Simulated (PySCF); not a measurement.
**Basis and Hamiltonian dependence of the excitation energy of Co²⁺**

Co²⁺ [Ar] 3d7 (4F) → Co²⁺ [Ar] 3d6 4p1 (high-spin determinant). All values are computed (PySCF 2.14, energy differences of UHF-based or UKS calculations, no spin-orbit coupling). Values in eV.

```tsv
basis	Hamiltonian	functions	UHF	PBE	PBE0	MP2 (valence)	CCSD(T) (valence)	CCSD(T) (valence and next inner shell)
aug-cc-pVDZ	non-relativistic	59	11.154	12.480	12.400	12.480	12.285	n/a
aug-cc-pVDZ-DK	spin-free X2C	59	10.836	12.179	12.092	12.167	11.969	n/a
x2c-TZVPPall	spin-free X2C	64	10.650	12.117	11.988	12.081	11.908	11.956
def2-TZVPPD	non-relativistic	67	10.967	12.419	12.295	12.395	12.223	12.268
x2c-TZVPPall with one added diffuse shell each of s, p, d, f type	spin-free X2C	80	10.648	12.107	11.980	12.078	11.903	11.949
aug-cc-pVTZ-DK	spin-free X2C	93	10.659	12.142	12.008	12.131	11.952	n/a
aug-cc-pVTZ	non-relativistic	93	10.976	12.442	12.314	12.444	12.268	n/a
def2-QZVPPD	non-relativistic	100	10.988	12.455	12.327	12.479	12.301	n/a
dyall-av2z	non-relativistic	101	11.066	12.623	12.474	12.389	12.223	n/a
x2c-QZVPPall	spin-free X2C	103	10.669	12.155	12.020	12.168	n/a	n/a
aug-cc-pVTZ with one added diffuse shell each of s, p, d, f, g type	non-relativistic	118	10.976	12.441	12.313	12.444	n/a	n/a
aug-cc-pwCVTZ	non-relativistic	127	10.975	12.446	12.318	12.517	n/a	n/a
aug-cc-pwCVTZ-DK	spin-free X2C	127	10.659	12.146	12.011	12.204	n/a	n/a
x2c-QZVPPall with one added diffuse shell each of s, p, d, f, g type	spin-free X2C	128	10.669	12.155	12.020	12.170	n/a	n/a
```

Frozen in the all-electron rows: valence: [Ar]; valence and next inner shell: [Ne].

One determinant mixes LS terms of the configuration, so the numbers do not refer to single terms. Non-relativistic rows lack the scalar-relativistic shift.
